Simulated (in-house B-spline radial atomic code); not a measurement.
Inner-shell binding energies (edges) and X-ray emission energies of free atoms and ions, as differences of relaxed hole-state energies with first-order Breit, QED and recoil terms, without correlation or multiplet splittings, in NIST's listed ground configurations. For neutral atoms such line energies lie within some 1 to 5 eV of tabulated X-ray lines (up to 20 eV for the heaviest). K = 1s, L1 = 2s, L2 = 2p1/2, L3 = 2p3/2, M3 = 3p3/2. A dash marks a subshell that is part filled or wasn't run, or a line left out. Computed with an all-electron radial atomic-structure program (B-spline basis): Dirac-Hartree-Fock, average of the configuration, finite nuclei.

| ion | configuration | K edge (eV) | L1 edge (eV) | L3 edge (eV) | K-L3 (eV) | K-L2 (eV) | K-M3 (eV) |
| --- | --- | --- | --- | --- | --- | --- | --- |
| Yb | [Xe] 4f14 6s2 | 61327.9 | 10494.1 | 8942.92 | 52385 | 51349.8 | 59373.9 |
| Lu+ | [Xe] 4f14 6s2 | 63327.3 | 10895 | 9262.5 | 54064.8 | 52959.9 | 61281.3 |
| Hf2+ | [Xe] 4f14 5d2 | 65363.2 | 11301.1 | 9583.34 | 55779.8 | 54601.4 | 63227.6 |
| Ta3+ | [Xe] 4f14 5d2 | 67447.6 | 11725.3 | 9918.11 | 57529.5 | 56273.6 | 65212.3 |
| W4+ | [Xe] 4f14 5d2 | 69575.6 | 12161.8 | 10260.8 | 59314.8 | 57977.3 | 67236.3 |
| Re5+ | [Xe] 4f14 5d2 | 71747.7 | 12610.5 | 10611.2 | 61136.5 | 59713 | 69300.4 |
| Os6+ | [Xe] 4f14 5d2 | 73963.9 | 13071.5 | 10969.2 | 62994.7 | 61480.8 | 71404.9 |
| Ir7+ | [Xe] 4f14 5d2 | 76225.9 | 13545 | 11334.7 | 64891.3 | 63282.1 | 73551.4 |
